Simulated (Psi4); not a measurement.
trans-dichloroethylene (C$_{2}$H$_{2}$Cl$_{2}$), singlet, geometry from GFN2-xTB, with bond 6-3 at 2.0 times its length; B3LYP/STO-3G in Psi4 1.11.

Psi4 was given this input:
```
memory 2 GB

molecule mol {
0 1
Cl    2.103286    0.360991    0.018303
C     0.552264   -0.364825   -0.001240
C    -0.552264    0.364825    0.001240
Cl   -2.103286   -0.360991   -0.018303
H     0.558290   -1.443262   -0.015389
H    -0.564317    2.521699    0.029537
}

set {
  basis sto-3g
  reference rks
  dft_nuclear_scheme stratmann
}

energy('b3lyp')
print_variables()
```

Question: What does Psi4 print? Leave out banner, timings and long lists.

Answer: 
```
   => Loading Basis Set <=

    Name: STO-3G
    Role: ORBITAL
    Keyword: BASIS

         ---------------------------------------------------------
                                   SCF
               by Justin Turney, Rob Parrish, Andy Simmonett
                          and Daniel G. A. Smith
                              RKS Reference
         ---------------------------------------------------------

  ==> Geometry <==

    Molecular point group: c1
    Full point group: C1

    Geometry (in Angstrom), charge = 0, multiplicity = 1:

       Center              X                  Y                   Z               Mass
    ------------   -----------------  -----------------  -----------------  -----------------
         CL           2.103349303273     0.349663873404     0.018154399584    34.968852682000
         C            0.552327303273    -0.376152126596    -0.001388600416    12.000000000000
         C           -0.552200696727     0.353497873404     0.001091399584    12.000000000000
         CL          -2.103222696727    -0.372318126596    -0.018451600416    34.968852682000
         H            0.558353303273    -1.454589126596    -0.015537600416     1.007825032230
         H           -0.564253696727     2.510371873404     0.029388399584     1.007825032230

  Running in c1 symmetry.

  Rotational constants: A =      1.21906  B =      0.05197  C =      0.04985 [cm^-1]
  Rotational constants: A =  36546.36698  B =   1558.14625  C =   1494.43150 [MHz]
  Nuclear repulsion =  173.264749289017658

  Charge       = 0
  Multiplicity = 1
  Electrons    = 48
  Nalpha       = 24
  Nbeta        = 24

  ==> Algorithm <==

  SCF Algorithm Type is DF.
  DIIS enabled.
  MOM disabled.
  Fractional occupation disabled.
  Guess Type is SAD.
  Energy threshold   = 1.00e-06
  Density threshold  = 1.00e-06
  Integral threshold = 1.00e-12

  ==> Primary Basis <==

  Basis Set: STO-3G
    Blend: STO-3G
    Number of shells: 18
    Number of basis functions: 30
    Number of Cartesian functions: 30
    Spherical Harmonics?: true
    Max angular momentum: 1

  ==> DFT Potential <==

   => LibXC <=

    Version 7.1.2
    S. Lehtola, C. Steigemann, M. J. T. Oliveira, and M. A. L. Marques,  SoftwareX 7, 1–5 (2018) (10.1016/j.softx.2017.11.002)

   => Composite Functional: B3LYP <=

    B3LYP Hyb-GGA Exchange-Correlation Functional

    P. J. Stephens, F. J. Devlin, C. F. Chabalowski, and M. J. Frisch,  J. Phys. Chem. 98, 11623 (1994) (10.1021/j100096a001)

    Deriv               =              1
    GGA                 =           TRUE
    Meta                =          FALSE

    Exchange Hybrid     =           TRUE
    MP2 Hybrid          =          FALSE

   => Exchange Functionals <=

    0.0800   Slater exchange
    0.7200         Becke 88

   => Exact (HF) Exchange <=

    0.2000               HF

   => Correlation Functionals <=

    0.1900   Vosko, Wilk & Nusair (VWN5_RPA)
    0.8100   Lee, Yang & Parr

   => LibXC Density Thresholds  <==

    XC_HYB_GGA_XC_B3LYP:  1.00E-15

   => Molecular Quadrature <=

    Radial Scheme          =       TREUTLER
    Pruning Scheme         =           NONE
    Nuclear Scheme         =      STRATMANN

    Blocking Scheme        =         OCTREE
    BS radius alpha        =              1
    Pruning alpha          =              1
    Radial Points          =             75
    Spherical Points       =            302
    Total Points           =         117204
    Total Blocks           =            942
    Max Points             =            256
    Max Functions          =             25
    Weights Tolerance      =       1.00E-15

   => Loading Basis Set <=

    Name: (STO-3G AUX)
    Role: JKFIT
    Keyword: DF_BASIS_SCF

  ==> Integral Setup <==

  SCF_SUBTYPE=INCORE selected. In-core MEM_DF algorithm will be used.
  Using in-core AOs.

  ==> MemDFJK: Density-Fitted J/K Matrices <==

    J tasked:                   Yes
    K tasked:                   Yes
    wK tasked:                   No
    Algorithm:                 Core
    Schwarz Cutoff:           1E-12
    Mask sparsity (%):       8.2222
    Fitting Condition:        1E-10

   => Auxiliary Basis Set <=

  Basis Set: (STO-3G AUX)
    Blend: DEF2-UNIVERSAL-JKFIT
    Number of shells: 138
    Number of basis functions: 442
    Number of Cartesian functions: 528
    Spherical Harmonics?: true
    Max angular momentum: 4

  Minimum eigenvalue in the overlap matrix is 1.9340968871E-01.
  Reciprocal condition number of the overlap matrix is 9.1044263364E-02.
    Using symmetric orthogonalization.

  ==> Pre-Iterations <==

  SCF Guess: Superposition of Atomic Densities via on-the-fly atomic UHF (no occupation information).

   -------------------------
    Irrep   Nso     Nmo
   -------------------------
     A         30      30
   -------------------------
    Total      30      30
   -------------------------

  ==> Iterations <==

                           Total Energy        Delta E     RMS |[F,P]|

   @DF-RKS iter SAD:  -985.61441054828288   -9.85614e+02   0.00000e+00
   @DF-RKS iter   1:  -986.51875925825038   -9.04349e-01   9.27822e-03 ADIIS/DIIS
   @DF-RKS iter   2:  -986.30248611042759    2.16273e-01   1.74244e-02 ADIIS/DIIS
   @DF-RKS iter   3:  -986.57163266513192   -2.69147e-01   4.17929e-03 ADIIS/DIIS
   @DF-RKS iter   4:  -986.58371213992359   -1.20795e-02   6.74989e-04 ADIIS/DIIS
   @DF-RKS iter   5:  -986.58388562056780   -1.73481e-04   3.93580e-04 ADIIS/DIIS
   @DF-RKS iter   6:  -986.58407977882325   -1.94158e-04   8.68085e-05 DIIS
   @DF-RKS iter   7:  -986.58408840836864   -8.62955e-06   1.61904e-06 DIIS
   @DF-RKS iter   8:  -986.58408841102516   -2.65652e-09   6.60832e-07 DIIS
  Energy and wave function converged.

  ==> Post-Iterations <==

   Electrons on quadrature grid:
      Ntotal   =   47.9999967483 ; deviation = -3.252e-06

    Orbital Energies [Eh]
    ---------------------

    Doubly Occupied:

       1A   -100.521609     2A   -100.493833     3A    -10.084670
       4A    -10.078267     5A     -9.313473     6A     -9.287711
       7A     -7.093462     8A     -7.078023     9A     -7.077745
      10A     -7.068161    11A     -7.052118    12A     -7.051322
      13A     -0.865147    14A     -0.821623    15A     -0.682677
      16A     -0.526159    17A     -0.451664    18A     -0.404839
      19A     -0.355802    20A     -0.314505    21A     -0.303558
      22A     -0.266135    23A     -0.226520    24A     -0.204698

    Virtual:

      25A     -0.054944    26A      0.079141    27A      0.114755
      28A      0.236124    29A      0.459738    30A      0.639775

    Final Occupation by Irrep:
              A
    DOCC [    24 ]
    NA   [    24 ]
    NB   [    24 ]

  @DF-RKS Final Energy:  -986.58408841102516

   => Energetics <=

    Nuclear Repulsion Energy =            173.2647492890176579
    One-Electron Energy =               -1705.6184659378368451
    Two-Electron Energy =                 600.3425206123412181
    DFT Exchange-Correlation Energy =     -54.5728923745471519
    Empirical Dispersion Energy =           0.0000000000000000
    VV10 Nonlocal Energy =                  0.0000000000000000
    Total Energy =                       -986.5840884110251636

Computation Completed

Properties will be evaluated at   0.000000,   0.000000,   0.000000 [a0]

Properties computed using the SCF density matrix

 Multipole Moments:

 ------------------------------------------------------------------------------------
     Multipole            Electronic (a.u.)      Nuclear  (a.u.)        Total (a.u.)
 ------------------------------------------------------------------------------------

 L = 1.  Multiply by 2.5417464519 to convert [e a0] to [Debye]
 Dipole X            :         -0.1450722           -0.0056473           -0.1507195
 Dipole Y            :         -1.0471135            1.0105026           -0.0366110
 Dipole Z            :         -0.0147098            0.0132568           -0.0014530
 Magnitude           :                                                    0.1551091

 ------------------------------------------------------------------------------------

  Variable Map:
  ----------------------------------------------------------------------------
  "CURRENT ENERGY"              =>    -986.584088411025
  "CURRENT REFERENCE ENERGY"    =>    -986.584088411025
  "DD SOLVATION ENERGY"         =>       0.000000000000
  "DFT FUNCTIONAL TOTAL ENERGY" =>    -986.584088411025
  "DFT TOTAL ENERGY"            =>    -986.584088411025
  "DFT VV10 ENERGY"             =>       0.000000000000
  "DFT XC ENERGY"               =>     -54.572892374547
  "GRID ELECTRONS ALPHA"        =>      23.999998374141
  "GRID ELECTRONS BETA"         =>      23.999998374141
  "GRID ELECTRONS TOTAL"        =>      47.999996748282
  "NUCLEAR REPULSION ENERGY"    =>     173.264749289018
  "ONE-ELECTRON ENERGY"         =>   -1705.618465937837
  "PCM POLARIZATION ENERGY"     =>       0.000000000000
  "PE ENERGY"                   =>       0.000000000000
  "SCF ITERATION ENERGY"        =>    -986.584088411025
  "SCF ITERATIONS"              =>       8.000000000000
  "SCF TOTAL ENERGY"            =>    -986.584088411025
  "TWO-ELECTRON ENERGY"         =>     600.342520612341
  "XC GRID RADIAL POINTS"       =>      75.000000000000
  "XC GRID SPHERICAL POINTS"    =>     302.000000000000
  "XC GRID TOTAL POINTS"        =>  117204.000000000000

  Array Variable Map:
  ----------------------------------------------------------------------------
  "CURRENT DIPOLE"              =>      -0.150719514274 ... -0.001453017640 1 by 3
  "SCF DIPOLE"                  =>      -0.150719514274 ... -0.001453017640 1 by 3
  "SCF TOTAL ENERGIES"          =>    -985.614410548283 ... -986.584088411025 1 by 9
```
